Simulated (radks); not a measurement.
Task: Species: Te+. Configuration: [Kr] 4d10 5s1 5p4 (not the ground configuration). Method: scalar-relativistic Kohn-Sham, exchange-only B88, spin-polarised, spherical densities, finite nucleus; open shells are filled with parallel spins first (spin-orbit coupling, left out, can overturn this in heavy ions); Fermi nuclear charge, rms radius 4.7423 fm; computed with a radial shooting solver on a logarithmic mesh with Libxc functionals. Some entries of the table are withheld. Estimate them.

orbital,occ.,eigenvalue (hartree),<1/r> (bohr^-1),<r^2> (bohr^2)
1s up,1,-1162.784,55.57,0.001048
1s down,1,-1162.780,55.57,0.001048
2s up,1,-178.5988,12.72,0.01694
2s down,1,-178.5970,12.72,0.01694
2p up,3,-160.3816,12.19,0.01339
2p down,3,-160.3788,12.19,0.01339
3s up,1,-35.80069,4.544,0.1187
3s down,1,-35.79684,4.544,0.1187
3p up,3,-29.87892,4.322,0.1190
3p down,3,-29.87475,4.322,0.1190
3d up,5,-20.91865,4.088,0.1044
3d down,5,-20.91486,4.088,0.1043
4s up,1,-6.37381,1.823,0.6610
4s down,1,-6.36477,1.823,0.6600
4p up,3,-4.53854,(1),0.7700
4p down,3,-4.52806,(2),0.7665
4d up,5,-1.86915,1.366,1.117
4d down,5,-1.84852,1.376,1.091
5s up,1,-0.89594,0.6420,4.591
5s down,0,-0.79036,0.6456,4.646
5p up,3,-0.53132,(3),6.744
5p down,1,-0.43001,(4),7.417

Result: 
(1) 4p up <1/r> (bohr^-1): 1.664
(2) 4p down <1/r> (bohr^-1): 1.666
(3) 5p up <1/r> (bohr^-1): 0.5258
(4) 5p down <1/r> (bohr^-1): 0.5093
